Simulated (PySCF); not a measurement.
This PySCF input asks for the NMR shieldings of `N#C[Si@](SC)(N)C[SiH2]C#N`, C4H9N3SSi2; the geometry comes from GFN2-xTB.

```python
import basis_set_exchange as bse
import numpy as np
from pyscf import gto, dft
from pyscf.prop import nmr

atoms = """
C    -2.893308    0.282147    0.962255
S    -1.264687   -0.164296    1.638994
Si   -0.218236   -0.573128   -0.216528
N    -0.286499    0.648322   -1.417879
C    -1.134539   -2.007535   -0.997263
N    -1.740533   -2.882630   -1.418846
C     1.570598   -1.027995    0.205936
Si    2.519460    0.273984    1.215379
C     2.264703    1.883700    0.294494
N     2.061467    2.847148   -0.292514
H    -3.264192   -0.523818    0.336348
H    -3.555173    0.430125    1.808985
H    -2.808581    1.203093    0.393362
H    -1.128443    0.820804   -1.942140
H     0.264627    1.488004   -1.332437
H     1.579882   -1.966413    0.758694
H     2.091101   -1.217467   -0.731693
H     1.970185    0.475222    2.553623
H     3.962365    0.019984    1.204094
"""
names = dict.fromkeys(["C", "S", "Si", "N", "H"], "pcSseg-1")
basis = {el: gto.basis.parse(bse.get_basis(n, elements=[el], fmt="nwchem")) for el, n in names.items()}
mol = gto.M(atom=atoms, basis=basis, charge=0, verbose=0)
mf = dft.RKS(mol, xc="PBE0")
mf.grids.level = 2
mf.grids.alignment = dft.numint.BLKSIZE   # the property module wants whole blocks of grid points
mf.conv_tol = 1e-9
mf.kernel()

calc = nmr.RKS(mf)   # GIAO
C = mf.mo_coeff
Co = C[:, mf.mo_occ > 0]
resp = mf.gen_response(singlet=True, hermi=2)
def vind(x):   # induced exchange potential for any number of trial vectors
    d = np.einsum("pi,xij,qj->xpq", C, 2 * x.reshape(-1, C.shape[1], Co.shape[1]), Co, optimize=True)
    return np.einsum("xpq,pi,qj->xij", resp(d - d.transpose(0, 2, 1)), C, Co, optimize=True).ravel()
mo1, _ = nmr.rhf.solve_mo1(calc, with_cphf=vind)
sigma = calc.kernel(mo1)
for i, s in enumerate(sigma):   # ppm
    w = np.linalg.eigvalsh((s + s.T) / 2)
    print("%2d %-2s iso %8.1f  s11 %8.1f  s22 %8.1f  s33 %8.1f" % (i, mol.atom_pure_symbol(i), w.mean(), *w))
```

Question: Give the expected output.

Answer: 
```
 0 C  iso    174.1  s11    164.4  s22    166.5  s33    191.5
 1 S  iso    613.4  s11    520.5  s22    602.9  s33    716.7
 2 Si iso    366.9  s11    301.2  s22    382.7  s33    416.9
 3 N  iso    235.0  s11    211.2  s22    233.7  s33    260.2
 4 C  iso     62.0  s11    -55.4  s22    -48.7  s33    290.2
 5 N  iso    -85.7  s11   -295.1  s22   -251.5  s33    289.6
 6 C  iso    189.6  s11    180.0  s22    190.9  s33    197.9
 7 Si iso    420.4  s11    394.8  s22    410.4  s33    455.9
 8 C  iso     58.5  s11    -61.8  s22    -48.7  s33    286.0
 9 N  iso    -96.0  s11   -293.5  s22   -288.3  s33    293.7
10 H  iso     29.4  s11     23.6  s22     28.2  s33     36.3
11 H  iso     29.4  s11     23.5  s22     26.3  s33     38.4
12 H  iso     29.5  s11     23.5  s22     28.1  s33     36.8
13 H  iso     30.1  s11     23.1  s22     26.4  s33     40.7
14 H  iso     29.5  s11     20.4  s22     26.2  s33     41.9
15 H  iso     31.4  s11     26.4  s22     28.9  s33     38.9
16 H  iso     31.1  s11     26.1  s22     28.4  s33     38.9
17 H  iso     27.1  s11     23.6  s22     26.1  s33     31.6
18 H  iso     27.1  s11     23.2  s22     24.6  s33     33.6
```

These numbers come from an equivalent density-fitted implementation of the same equations, which agrees with the script to about 0.01 ppm for H and up to a few tenths of a ppm for heavy atoms, so last digits may differ.

Question: Turn these shieldings into chemical shifts. δ = σ(ref) − σ, references computed at the same level: ¹³C (σref 186.93) and ²⁹Si (σref 349.16) and ¹H (σref 31.72) vs TMS; ³³S (σref 503.73) against CS2; NH3 for ¹⁵N (σref 267.73).

Answer: Averaging equivalent atoms: C 8: 128.4; C 4: 124.9; C 0: 12.8; C 6: -2.7; S 1: -110; Si 2: -17.8; Si 7: -71.2; N 9: 363.8; N 5: 353.4; N 3: 32.7; H 17: 4.63; H 18: 4.59; H 10/11/12: 2.29; H 13/14: 1.94; H 16: 0.58; H 15: 0.31 ppm. Experimental scales use liquid or dissolved standards, which lie at an offset from isolated NH3 (liquid NH3: subtract about 20 ppm). Unscaled 15N shifts of sp2 nitrogen come out 20 to 40 ppm too high even then.

Size and cost of the density-fitted run: 236 basis functions, 55 s wall time on 1 thread of an Arm Neoverse V2, shared host; peak memory 1.1 GiB.
